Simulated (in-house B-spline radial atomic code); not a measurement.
Inner levels of magnesium as electrons are removed. A shift is the extra binding of the orbital against the neutral atom ([Ne] 3s2). The density at the nucleus is averaged over the nuclear charge. Computed with a B-spline radial code for spherical atoms: Dirac-Hartree-Fock, average of the configuration, finite nuclei.

| ion | configuration | shift of 1s1/2 (eV) | radius of 1s1/2 (bohr) | Σ<r²> (bohr²) | change of density at nucleus (bohr⁻³) |
| --- | --- | --- | --- | --- | --- |
| Mg | [Ne] 3s2 | 0 | 0.13028 | 29.531 | - |
| Mg+ | [Ne] 3s1 | 8.847 | 0.13028 | 13.971 | -0.82425 |
| Mg2+ | [He] 2s2 2p6 | 20.085 | 0.13028 | 4.7102 | -2.6457 |
| Mg3+ | [He] 2s2 2p5 | 57.031 | 0.13018 | 3.6675 | 2.5126 |
| Mg4+ | [He] 2s2 2p4 | ? | ? | ? | ? |
| Mg5+ | [He] 2s2 2p3 | 145.3 | 0.12984 | 2.1851 | 15.406 |
| Mg6+ | [He] 2s2 2p2 | ? | ? | ? | ? |
| Mg7+ | [He] 2s2 2p1 | 252.03 | 0.1293 | 1.1915 | 31.758 |
| Mg8+ | [He] 2s2 | ? | ? | ? | ? |
| Mg9+ | [He] 2s1 | 367.74 | 0.12892 | 0.4076 | -4.7167 |
| Mg10+ | 1s2 | 426.09 | 0.12873 | 0.044397 | -56.982 |
| Mg11+ | 1s1 | 626.18 | 0.12468 | 0.02074 | -573.76 |

Task: Fill in the row of Mg4+.

Result: shift of 1s1/2 (eV): 98.811; radius of 1s1/2 (bohr): 0.13003; Σ<r²> (bohr²): 2.8468; change of density at nucleus (bohr⁻³): 8.5309.

Task: Fill in the row of Mg6+.

Result: shift of 1s1/2 (eV): 196.4; radius of 1s1/2 (bohr): 0.1296; Σ<r²> (bohr²): 1.6424; change of density at nucleus (bohr⁻³): 23.144.

Task: Fill in the row of Mg8+.

Result: shift of 1s1/2 (eV): 312.11; radius of 1s1/2 (bohr): 0.12896; Σ<r²> (bohr²): 0.81299; change of density at nucleus (bohr⁻³): 41.263.
